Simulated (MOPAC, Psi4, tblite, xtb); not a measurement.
Dimer HF ··· H4OSi (SMILES F and O[SiH3]), singlet at R = 3.41 Å between the centres of mass, closest contact 2.64 Å (a random orientation, not optimised). Geometry in Å and degrees:

```
O
H 1 0.9599
Si 1 1.6525 2 118.64
H 3 1.4758 1 105.85 2 179.94
H 3 1.4842 4 109.87 1 -120.66
H 3 1.4842 4 109.86 5 -118.68
F 2 2.7077 1 93.71 3 -99.51
H 7 0.9245 2 75.98 1 89.10
```

Methods: GFN2-xTB (tblite); SAPT0/jun-cc-pVDZ, frozen core (Psi4); BLYP/def2-TZVP, counterpoise-corrected (Psi4); BLYP-D3(BJ)/def2-TZVP, counterpoise-corrected (Psi4); PBE/def2-TZVP, counterpoise-corrected (Psi4); PBE-D3(BJ)/def2-TZVP, counterpoise-corrected (Psi4); HF/aug-cc-pVTZ, counterpoise-corrected (Psi4); MP2/aug-cc-pVTZ = DF-MP2/aug-cc-pVTZ, frozen core, counterpoise-corrected in Psi4; SCS-MP2/aug-cc-pVTZ = DF-SCS-MP2/aug-cc-pVTZ, frozen core, counterpoise-corrected in Psi4 1.11; PM3, restricted, heats of formation (MOPAC); PM6, restricted, heats of formation (MOPAC); GFN1-xTB (xtb).

What interaction energy does each level give?


```json
[
 {"method": "GFN1-xTB", "E_int / kcal/mol": "-0.85"},
 {"method": "GFN2-xTB", "E_int / kcal/mol": "-0.53"},
 {"method": "PM3", "E_int / kcal/mol": "-0.40"},
 {"method": "PBE-D3(BJ)/def2-TZVP", "E_int / kcal/mol": "0.14"},
 {"method": "BLYP-D3(BJ)/def2-TZVP", "E_int / kcal/mol": "0.47"},
 {"method": "PBE/def2-TZVP", "E_int / kcal/mol": "0.70"},
 {"method": "MP2/aug-cc-pVTZ", "E_int / kcal/mol": "0.71"},
 {"method": "PM6", "E_int / kcal/mol": "0.75"},
 {"method": "SCS-MP2/aug-cc-pVTZ", "E_int / kcal/mol": "0.95"},
 {"method": "BLYP/def2-TZVP", "E_int / kcal/mol": "1.57"},
 {"method": "SAPT0/jun-cc-pVDZ", "E_int / kcal/mol": "1.62"},
 {"method": "HF/aug-cc-pVTZ", "E_int / kcal/mol": "1.77"}
]
```
